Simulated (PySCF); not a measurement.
**Ions at one geometry of [Y(NH3)]3+**

PySCF 2.14.0, RKS PBE0, Y def2-SVP with ECP28, N def2-SVP, H def2-SVP; non-relativistic Hamiltonian with scalar-relativistic core potentials where named; density fitting; no spin-orbit coupling; singlets restricted, open shells unrestricted. The geometry is relaxed for charge +3, singlet, vacuum:

```xyz
5

Y     0.0000    0.0000   -0.2886
N     0.0000    0.0000    1.9798
H     0.9444    0.0000    2.4364
H    -0.4722    0.8178    2.4364
H    -0.4722   -0.8179    2.4364
```

Energies count from the relaxed state; an electron taken off or put on is at rest in vacuum. Charges and spins are Mulliken's.

| state | energy (eV) | spin squared | charge on Y1 (e) | spin on Y1 (e) | dipole about the centre of mass (D) |
| --- | --- | --- | --- | --- | --- |
| charge +3, singlet, vacuum | 0.00 | 0.00 | 2.40 | 0.00 | 1.87 |
| charge +2, doublet, vacuum | -18.01 | 0.75 | 1.60 | 1.01 | 1.81 |

Task: What does the state charge +4, doublet, vacuum give?

Result: energy (eV) 31.26, spin squared 0.75, charge on Y1 (e) 2.75, spin on Y1 (e) 0.13, dipole about the centre of mass (D) 8.05.

With an electron taken off (doublet) the charges change, summed by element, by Y +0.35 e, N +0.33 e, H +0.32 e. The vertical ionisation energy is 31.26 eV, against −ε(HOMO) = 28.26 eV of the relaxed state. The level lies 3.0 eV too high, as is usual for semilocal functionals and global hybrids, which keep a self-interaction error.

With an electron put on (doublet) the charges change, summed by element, by Y -0.79 e, N -0.04 e, H -0.16 e. The vertical electron affinity is 18.01 eV, against −ε(LUMO) = 20.86 eV of the relaxed state.

Open shells may have lower solutions than those found.
